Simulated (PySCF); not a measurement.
Field gradients from PBE0/pcSseg-1 densities (PySCF, non-relativistic) at PBE0-D3(BJ)/def2-SVP geometries, isolated species, one conformer each; χzz is the principal value of largest magnitude, with Q(14N) = 0.02044 b, Q(33S) = −0.0678 b. With so small a basis the couplings can be 20 % off.

Question: These 14N couplings (χzz in MHz, η) are listed in rising order: (-5.913, 0.11); (-5.348, 0.13); (-4.612, 0.00); (-4.182, 0.01); (-2.678, 0.18). Assign them to: the pyridine-type nitrogen of `c1nncs1`; the aniline-type nitrogen of `CNc1cccs1`; the pyridine-type nitrogen of `c1cnsn1`; N2 (nitrogen bonded to Al and 3 C) in `[CH3:1][N+:2]([CH3:3])([CH3:4])[AlH2-:5][N:6]1[CH2:7][CH2:8][CH2:9][CH2:10]1`; the pyrrole-type nitrogen of `Cc1cn(C(C)C)cp1`.

Answer: -5.913 MHz, η 0.11: the aniline-type nitrogen of `CNc1cccs1`; -5.348 MHz, η 0.13: the pyridine-type nitrogen of `c1nncs1`; -4.612 MHz, η 0.00: the pyridine-type nitrogen of `c1cnsn1`; -4.182 MHz, η 0.01: N2 (nitrogen bonded to Al and 3 C) in `[CH3:1][N+:2]([CH3:3])([CH3:4])[AlH2-:5][N:6]1[CH2:7][CH2:8][CH2:9][CH2:10]1`; -2.678 MHz, η 0.18: the pyrrole-type nitrogen of `Cc1cn(C(C)C)cp1`.

Question: Rank these 33S sites by the size of the quadrupole coupling, smallest first.
A. The thiophene-type sulfur of `CNc1cccs1`
B. The thiophene-type sulfur of `c1nncs1`
C. The ring sulfur of `c1cnsn1`

Answer: B (24.63 MHz), A (31.91 MHz), C (40.32 MHz).

All sites together:

```tsv
nucleus	site	Vzz (au)	η	χzz (MHz)
14N	the pyridine-type nitrogen of c1nncs1	-1.113	0.13	-5.348
14N	the aniline-type nitrogen of CNc1cccs1	-1.231	0.11	-5.913
14N	the pyridine-type nitrogen of c1cnsn1	-0.960	0.00	-4.612
14N	N2 (nitrogen bonded to Al and 3 C) in [CH3:1][N+:2]([CH3:3])([CH3:4])[AlH2-:5][N:6]1[CH2:7][CH2:8][CH2:9][CH2:10]1	-0.871	0.01	-4.182
14N	the pyrrole-type nitrogen of Cc1cn(C(C)C)cp1	-0.558	0.18	-2.678
33S	the thiophene-type sulfur of CNc1cccs1	2.003	0.80	-31.91
33S	the ring sulfur of c1cnsn1	2.531	0.49	-40.32
33S	the thiophene-type sulfur of c1nncs1	1.546	0.48	-24.63
```
